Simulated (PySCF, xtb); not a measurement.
C2H5F3Si, SMILES C[SiH2]C(F)(F)F.

xtb with GFN2-xTB at its own geometry gives an orbital gap of 5.86 eV and a dipole moment of 4.38 D.

Geometry optimised at B3LYP-D3(BJ)/def2-SVP.

Question: What does PBE/def2-TZVP in PySCF give? (An estimate is asked for; the answer gives what the named calculation found.)

Answer: gap 7.28 eV (levels -7.74 and -0.46 eV), dipole 2.41 D.
